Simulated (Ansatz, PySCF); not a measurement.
GaH3O2Se. Atoms are numbered in the order given.

```xyz
7

Ga     0.0026     0.7559     0.0000
O      1.4334     1.8146     0.0000
H      2.2836     1.3642     0.0000
O     -1.5768     1.5677     0.0000
H     -1.5021     2.5285     0.0000
Se     0.0502    -1.5532     0.0000
H     -1.4212    -1.5763     0.0000
```
Charge 0, spin multiplicity 1.

Geometry optimised at PBE0-D3(BJ)/def2-SVP. One conformer was computed; it need not be the lowest.

Vertical ionisation energy (IE) and electron affinity (EA) in eV. Rows of orbital energies are one-electron estimates. Where ΔSCF, EOM or ADC give a negative EA the extra electron is unbound and the value depends on the basis.

```
level                                                                       IE     EA
------------------------------------------------------------------------  ----  -----
−ε(HOMO), −ε(LUMO), B3LYP/def2-TZVP (PySCF)                               7.23   1.27
−ε(HOMO), −ε(LUMO), PBE/def2-TZVP (PySCF)                                 6.28   1.83
ΔSCF, CAM-B3LYP/def2-SVPD (Ansatz), final states of multiplicity 2 and 2  9.87  -0.10
ΔSCF, PBE/def2-SVPD (Ansatz), final states of multiplicity 2 and 2         [?]    [?]
```

**Question.** What belongs in the gaps? (The exact figures need the calculation; the answer reports its results.)

**Answer.** 
- ΔSCF, PBE/def2-SVPD (Ansatz, a first-principles code), final states of multiplicity 2 and 2, IE: 9.50
- ΔSCF, PBE/def2-SVPD (Ansatz), final states of multiplicity 2 and 2, EA: 0.09

**Question.** What vertical singlet–triplet gap does ΔSCF give with CAM-B3LYP/def2-SVPD (Ansatz) and with PBE/def2-SVPD (Ansatz)? (The exact figures need the calculation; the answer reports its results.)

**Answer.** 4.97 and 4.52 eV (triplet above singlet where positive).
